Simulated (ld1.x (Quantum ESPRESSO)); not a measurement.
# Plane-wave convergence, TM potential for oxygen (O)

O, norm-conserving Troullier–Martins (Kleinman–Bylander form), made with ld1.x (Quantum ESPRESSO) 7.5 (PBEsol, scalar-relativistic). Core [He], reference 2s2 2p4. Waves: 2p (bound): rc 0.95 bohr; 2s (bound): rc 0.60 bohr. Local part: the s channel. Core correction: Bessel-smoothed model core inside 0.35 bohr.

The pseudo-atom Hamiltonian at the reference potential is diagonalised in spherical Bessel functions j_l(qr) that vanish at 20 bohr, with q² up to the cutoff. All-electron valence levels (Ry): 2p -0.6596, 2s -1.7499.

Q: How do the lowest levels (Ry) of each channel move with the cutoff, and are there ghosts?

A:

```
cutoff (Ry)     p #1    p #2     s #1    d #1    d #2    f #1    f #2  Σ f·Δε (mRy)
          8  -0.0508  0.0546  -1.5607  0.0794  0.1882  0.1207  0.2626        2812.7
         25  -0.3148  0.0439  -1.6121  0.0794  0.1882  0.1207  0.2626        1653.5
         50  -0.5340  0.0413  -1.7085  0.0794  0.1882  0.1207  0.2626         583.9
        100  -0.6543  0.0403  -1.7199  0.0794  0.1882  0.1207  0.2626          80.0
        180  -0.6593  0.0403  -1.7443  0.0794  0.1882  0.1207  0.2626          11.3
        400  -0.6596  0.0403  -1.7493  0.0794  0.1882  0.1207  0.2626           0.0
```

Result: no extra level below or beside the all-electron valence levels (p, s, d, f tested); 10 mRy is reached at 200 Ry and 1 mRy at over 300 Ry.

Its largest configuration-test error is +378 meV.
